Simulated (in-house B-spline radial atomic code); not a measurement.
# P⁺: [Ne] 3s2 3p2 (with a hole in an inner shell)

Level of theory: Dirac-Hartree-Fock, average of configuration, Fermi nucleus of rms radius 3.1889 fm; calculated with a B-spline radial code for spherical atoms.

Screening seen three ways: the hydrogenic charge with the same mean radius, Z_r = [3n² - l(l+1)]/(2<r>), the one with the same energy, Z_e = n√(-2ε), and Slater's rules. Values are occupation-weighted means over j.

| shell | electrons | ε (eV) | <r> (bohr) | Z_r | Z_e | Slater |
| --- | --- | --- | --- | --- | --- | --- |
| 1s | 2 | -2194 | 0.1034 | 14.51 | 12.70 | 14.70 |
| 2s | 2 | -216.54 | 0.5133 | 11.69 | 7.98 | 10.85 |
| 2p | 6 | -158.01 | 0.4828 | 10.36 | 6.82 | 10.85 |
| 3s | 2 | -28.3 | 1.842 | 7.33 | 4.33 | 5.15 |
| 3p | 2 | -18.904 | 2.146 | 5.82 | 3.54 | 5.15 |

The least bound orbital is 3p3/2 at -18.88 eV, and it is also the most diffuse (<r> = 2.148 bohr).

Spin-orbit splittings of the orbital energies (j = l + 1/2 above j = l - 1/2 when positive): 2p 0.9613 eV, 3p 0.06405 eV.

For the 1s electron the small component carries 0.284 % of the norm, the zero-frequency Breit interaction raises the level by 1.41 eV, self-energy by 0.6106 eV, and vacuum polarisation lowers it by 0.03915 eV.
